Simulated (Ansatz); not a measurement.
One change: `[OH][Ti]([F])([F])[SH]` becomes `C#[C][Ti]([OH])([F])[F]`.

Ansatz, PBE0-D4/def2-TZVP geometries, multiplicity 1. Each molecule was computed in one conformer, which needn't be the lowest.

Scalar relativity is left out up to krypton.

```csv
property,`[OH][Ti]([F])([F])[SH]`
HOMO energy (B3LYP/def2-TZVPP) / eV,-7.72
HOMO–LUMO gap (ωB97M-V/def2-TZVPP) / eV,9.84
HOMO energy (PBE0/def2-TZVPP) / eV,-7.96
size of the dipole moment (PBE/def2-TZVPP) / D,1.85
HOMO–LUMO gap (PBE0/def2-TZVPP) / eV,5.43
size of the dipole moment (B3LYP/def2-TZVPP) / D,1.89
```

Problem. Give the same properties after the change, and the shifts. (Estimate.)

Solution. The calculation gave: 
| property | `C#[C][Ti]([OH])([F])[F]` | shift |
| --- | --- | --- |
| HOMO energy (B3LYP/def2-TZVPP) / eV | -8.22 | -0.50 |
| HOMO–LUMO gap (ωB97M-V/def2-TZVPP) / eV | 10.14 | 0.30 |
| HOMO energy (PBE0/def2-TZVPP) / eV | -8.47 | -0.51 |
| size of the dipole moment (PBE/def2-TZVPP) / D | 2.29 | 0.44 |
| HOMO–LUMO gap (PBE0/def2-TZVPP) / eV | 5.70 | 0.27 |
| size of the dipole moment (B3LYP/def2-TZVPP) / D | 2.39 | 0.50 |

With PBE0 the HOMO falls by 0.51 eV and the LUMO falls by 0.24 eV, so the gap widens by about 0.27 eV. PBE moves the HOMO by -0.52 eV and ωB97M-V by -0.58 eV. Dipoles are sizes alone; their direction can turn.

B3LYP here is the variant with VWN-RPA as its local correlation; programs differ in this.
